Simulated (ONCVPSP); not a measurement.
## Cutoff test, titanium (Ti), ONCV

ONCVPSP 4.0.1 input, shortened (lines: element, Z, core and valence counts, functional; n l f; lmax; l rc ep ncon nbas qcut; lloc lpopt rc5 dvloc0; l nproj debl; icmod fcfact rcfact), PBE, scalar-relativistic:

```
  Ti 22.00    3    4        4      upf
    1    0    2.00
    2    0    2.00
    2    1    6.00
    3    0    2.00
    3    1    6.00
    3    2    2.00
    4    0    2.00
    2
    0    1.40    0.00    3    6    6.80
    1    1.65    0.00    5    8    8.60
    2    1.40    0.00    3    7   10.30
    4    3    1.25    6.00
    0    2    1.50
    1    2    0.70
    2    1    1.60
    0    0.00    0.00
```

In the p channel the program set the typed energies aside and used -1.428, 0.250 Ha.

Q: For each optimised wave give the share of its norm inside rc, the residual kinetic energy above qcut (Ha) and the cutoffs (Ha) for errors of 10, 1, 0.1 and 0.01 mHa per electron.

A:

```
         wave  norm inside rc  residual KE  10 mHa  1 mHa  0.1 mHa  0.01 mHa
           3s           0.858      1.1e-04    13.2   18.8     24.1      72.9
           4s           0.033      3.7e-05     4.5   15.8     21.1      34.8
           3p           0.896      4.1e-07    15.3   19.9     23.9      27.0
p projector 2           0.085      2.5e-07    12.7   17.7     21.8      25.4
           3d           0.513      3.1e-06    32.2   39.7     45.6      50.3
```

The occupied waves need 40 Ha and 46 Ha for 1 and 0.1 mHa.
